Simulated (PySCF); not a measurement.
## C: excitation energy

C [He] 2s2 2p2 (3P) → C [He] 2s1 2p2 3s1 (5P), as a difference of total energies. Calculation: PySCF 2.14, in dyall-acv3z; the spin-free X2C one-electron Hamiltonian (Gaussian nucleus). Correlated levels: valence: 1s2 frozen; virtual orbitals above 40 to 60 times the deepest correlated orbital energy dropped. The calculations carry no spin-orbit coupling.

| method | excitation energy (eV) |
| --- | --- |
| UHF | 10.966 |
| MP2 (valence) | 12.426 |
| SCS-MP2 (valence) | 12.786 |
| CCSD (valence) | 12.810 |
| CCSD(T) (valence) | 12.866 |

**Question.** How much does correlation contribute at CCSD(T) (valence)?

**Answer.** 12.866 − (10.966) = 1.900 eV, measured against UHF.

The upper state lies above the first ionisation limit, but in LS coupling its spin forbids autoionisation to the ground ion. A Rydberg-like electron needs more diffuse functions than a valence basis has.

The promoted electron is Rydberg-like, and one or two diffuse shells describe it only roughly, which tends to raise the upper state.
